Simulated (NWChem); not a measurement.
System: MgSiH4Se; SMILES [SiH3][Mg][SeH]

NWChem printed, in part:

```
             Northwest Computational Chemistry Package (NWChem) 7.3.0
             --------------------------------------------------------

                             Geometry "geometry" -> ""
                             -------------------------

 Output coordinates in angstroms (scale by  1.889725989 to convert to a.u.)

  No.       Tag          Charge          X              Y              Z
 ---- ---------------- ---------- -------------- -------------- --------------
    1 Mg                  12.0000    -0.23109300    -0.26773200    -0.00869300
    2 Se                  34.0000    -0.05447300     2.16693300    -0.00876000
    3 H                    1.0000     1.41575600     2.05210600     0.00561600
    4 Si                  14.0000    -0.44316200    -2.83371100    -0.00877800
    5 H                    1.0000    -1.19863300    -3.34812800    -1.20032800
    6 H                    1.0000    -1.16111500    -3.35165100     1.20411600
    7 H                    1.0000     0.89473600    -3.51583100    -0.03060900

 Effective nuclear repulsion energy (a.u.)     219.6821617849

                              NWChem Property Module
                              ----------------------

  itol2e modified to match energy
  convergence criterion.

                                 NWChem DFT Module
                                 -----------------

 Summary of "ao basis" -> "ao basis" (spherical)
 ------------------------------------------------------------------------------
       Tag                 Description            Shells   Functions and Types
 ---------------- ------------------------------  ------  ---------------------
 Mg                        def2-tzvp                12       32   5s4p3d
 Se                        def2-tzvp                16       48   6s5p4d1f
 H                         def2-tzvp                 4        6   3s1p
 Si                        def2-tzvp                13       37   5s5p2d1f

  itol2e modified to match energy
  convergence criterion.

[...]

          -----------------------
          Electric field gradient
          -----------------------

 1 a.u. = 0.324123 10**(16) esu/cm**3  ( or statvolts/cm**2 ) = 0.97174 10**(22) v/m**2

 ------------------------------------------------------------
   Atom      X         Y         Z
 ------------------------------------------------------------
    1 Mg  -0.43670  -0.50594  -0.01643
 ------------------------------------------------------------

 Electric field gradient in molecular frame (a.u.)
         XX             YY             ZZ             XY             XZ             YZ
 ------------------------------------------------------------------------------------------
       -0.500241       0.898401      -0.398160       0.107186      -0.001077       0.000020

 Principal components (a.u.) and orientation
 of principal axis w.r.t. absolute frame                      Asymmetry parameter eta
 --------------------------------------------------------------------------------------
        0.906568      -0.508418      -0.398150                       0.121633

        0.075970       0.997063      -0.009721
        0.997110      -0.075966       0.000788
       -0.000047       0.009753       0.999952

 ------------------------------------------------------------
   Atom      X         Y         Z
 ------------------------------------------------------------
    2 Se  -0.10294   4.09491  -0.01655
 ------------------------------------------------------------

 Electric field gradient in molecular frame (a.u.)
         XX             YY             ZZ             XY             XZ             YZ
 ------------------------------------------------------------------------------------------
       -3.863374       0.653214       3.210160      -0.128336      -0.068711       0.000520

 Principal components (a.u.) and orientation
 of principal axis w.r.t. absolute frame                      Asymmetry parameter eta
 --------------------------------------------------------------------------------------
       -3.867684       3.210829       0.656855                       0.660337

        0.999550      -0.009725      -0.028365
        0.028373       0.000691       0.999597
        0.009701       0.999952      -0.000967

 ------------------------------------------------------------
   Atom      X         Y         Z
 ------------------------------------------------------------
    3 H    2.67539   3.87792   0.01061
 ------------------------------------------------------------

 Electric field gradient in molecular frame (a.u.)
         XX             YY             ZZ             XY             XZ             YZ
 ------------------------------------------------------------------------------------------
       -0.192092       0.087823       0.104270       0.021572      -0.002897       0.000222

 Principal components (a.u.) and orientation
 of principal axis w.r.t. absolute frame                      Asymmetry parameter eta
 --------------------------------------------------------------------------------------
       -0.193773       0.104298       0.089475                       0.076496

        0.997031      -0.009720       0.076389
       -0.076385       0.000762       0.997078
        0.009750       0.999952      -0.000017

 ------------------------------------------------------------
   Atom      X         Y         Z
 ------------------------------------------------------------
    4 Si  -0.83745  -5.35494  -0.01659
 ------------------------------------------------------------

[...]
```

Level: CAM-B3LYP/def2-TZVP. Geometry: optimised at PBE0/def2-SVP. NWChem prints the field gradient with the sign opposite to the second derivative of the potential.

### Question
Write an input that gives this output.

### Answer
This is not unique; one that fits is the input that was run:
```
start job
memory heap 200 mb stack 900 mb global 1100 mb
geometry units angstroms noautosym nocenter noautoz
  Mg    -0.231093    -0.267732    -0.008693
  Se    -0.054473     2.166933    -0.008760
  H      1.415756     2.052106     0.005616
  Si    -0.443162    -2.833711    -0.008778
  H     -1.198633    -3.348128    -1.200328
  H     -1.161115    -3.351651     1.204116
  H      0.894736    -3.515831    -0.030609
end
basis spherical
  Mg library def2-tzvp
  Se library def2-tzvp
  H library def2-tzvp
  Si library def2-tzvp
end
dft
  xc xcamb88 1.00 lyp 0.81 vwn_5 0.19 hfexch 1.00
  cam 0.33 cam_alpha 0.19 cam_beta 0.46
  iterations 150
end
property
  efieldgrad
end
task dft property
```
